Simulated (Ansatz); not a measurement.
C$_{2}$H$_{5}$In at its PBE0-D4/def2-TZVP geometry, where that method's forces vanish. The species carries charge 0 and has multiplicity 1. In takes the def2 core potential. The bonds changed during the relaxation, so this is another structure than the one it started from.

```xyz
8

C     0.3871   -0.0374    0.9739
C    -0.6387   -0.4907    0.2424
In    1.1470    1.1898   -1.4685
H     0.3195    0.8830    1.5440
H     1.2987   -0.6124    1.0973
H    -1.5698    0.0573    0.1598
H    -0.5923   -1.4354   -0.2861
H    -0.3514    0.4458   -2.2628
```

Question: What forces (eV/Å) does B3LYP-D4/def2-TZVPP give on these atoms in the Gaussian-basis code of Ansatz? (Best estimate.)

Answer: Ansatz gave: 
```
C1   0.043 -0.021  0.164
C2  -0.138 -0.096  0.020
In3  0.164  0.142 -0.116
H4   0.015 -0.073 -0.039
H5  -0.067  0.052 -0.001
H6   0.072 -0.051 -0.002
H7  -0.013  0.079  0.037
H8  -0.077 -0.031 -0.063
```

B3LYP here is the variant with VWN-RPA as its local correlation; programs differ in this.
